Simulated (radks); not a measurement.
Spherical quantum dot in the effective-mass picture: electrons in a hard-walled sphere of radius 1.96, with a point charge +1 (a donor) at the centre, all in effective atomic units (hartree* = m*/eps^2 hartree, bohr* = eps/m* bohr), one dielectric constant everywhere. Calculated with a radial shooting solver with Libxc functionals: non-relativistic Kohn-Sham, LDA (Slater exchange, Perdew-Wang correlation), spin-polarised, spherical densities. Levels are named by radial order and angular momentum (1s, 1p, 1d, 2s, ...), and open shells are averaged over m. Results are scaled to m* = 0.483 and eps = 7.3, for which hartree* = 246.6 meV and bohr* = 0.7998 nm.

N = 24, configuration 1s2 1p6 1d10 2s2 1f(up 4, down 0). This is the lowest configuration that the search found. Occupied and some empty levels:

level    occupation  eigenvalue (meV)  <r> (nm)
1s up             1            4145.2    0.9532
1s down           1            4165.8    0.9475
1p up             3            4362.5     1.042
1p down           3            4386.2     1.040
1d up             5            4688.6     1.094
1d down           5            4713.8     1.093
2s up             1            5050.1    0.6863
2s down           1            5059.9    0.6891
1f up             4            5116.0     1.133
1f down           0            5142.2     1.133
1g up             0            5637.3     1.164
1g down           0            5663.9     1.164
2p up             0            5735.6    0.8150
2p down           0            5748.2    0.8150
2d up             0            6444.5    0.8917
2d down           0            6459.5    0.8912

Energy (meV): total 64469.0, kinetic 25312, external -5186.0, Hartree 49204, exchange-correlation -4860.5.

Electron density:

r (nm)  n(r) (e/nm^3)
0.0430          5.374
0.160           3.929
0.277           2.825
0.394           2.053
0.512           1.624
0.629           1.546
0.746           1.788
0.863           2.227
0.981           2.629
1.10            2.686
1.21            2.190
1.33            1.255
1.45           0.3513
1.57        0.0003578
